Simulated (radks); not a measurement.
Dipole-allowed excitations along the series with 2 electrons in [He]. Method: non-relativistic Kohn-Sham, exchange-only LDA, spin-unpolarised, spherical densities, point nucleus; computed with a radial shooting solver on a logarithmic mesh with Libxc functionals. Time-dependent linear response with the Hartree and adiabatic exchange-only LDA kernel, continuum included through the Sternheimer equations. Lines are the poles of the dipole polarisability below minus the highest occupied eigenvalue, found on a grid refined at the orbital gaps; the lowest seven at most are given, and weak or close lines can be missed. The first line takes the name of the lowest orbital gap if no other gap lies below it; otherwise a line is named after a gap within 0.6 % of it, if that gap stands alone.

species  -e(HOMO) (eV)  lowest orbital gap (eV)  first line (eV)      f  static alpha (bohr^3)
Be2+            128.64             1s-2p 112.36   112.58 (1s-2p)  0.373                0.05730
B3+             226.79             1s-2p 191.47   191.96 (1s-2p)  0.476                0.02108
C4+             352.15             1s-2p 290.93   291.72 (1s-2p)  0.542               0.009492
N5+             504.73             1s-2p 410.77   411.87 (1s-2p)  0.588               0.004886
